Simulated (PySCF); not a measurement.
**Pd³³⁺: ionisation energy**

Pd³³⁺ [Ne] 3s2 3p1 (2P) → Pd³⁴⁺ [Ne] 3s2 (1S), as a difference of total energies. All numbers are calculated (PySCF 2.14, the non-relativistic Hamiltonian (point nucleus), in an even-tempered Gaussian basis (16 s from 4.7 bohr⁻², ratio 2.5; 10 p from 6.1 bohr⁻², ratio 2.5; 5 d from 26 bohr⁻², ratio 2.7; 4 f from 38 bohr⁻², ratio 2.7)). Correlated levels: outer shells: 1s2 frozen; virtual orbitals above 40 to 60 times the deepest correlated orbital energy dropped. The calculations carry no spin-orbit coupling.

```
                method  ionisation energy (eV)
                   UHF                  1984.5
                   LDA                  1986.4
                   PBE                  1987.0
                  PBE0                  1986.7
                r2SCAN                  1986.5
                 B97-3                  1986.5
                 TPSSh                  1986.8
    MP2 (outer shells)                  1984.9
SCS-MP2 (outer shells)                  1984.7
```

A first-order spin-orbit estimate (lowest level to lowest level, LS coupling) adds 21.568 eV.

The gap to the reference is mostly relativistic.

For comparison: 2016 ± 9 eV (semi-empirical (NIST evaluation); NIST Atomic Spectra Database, ionization energies).
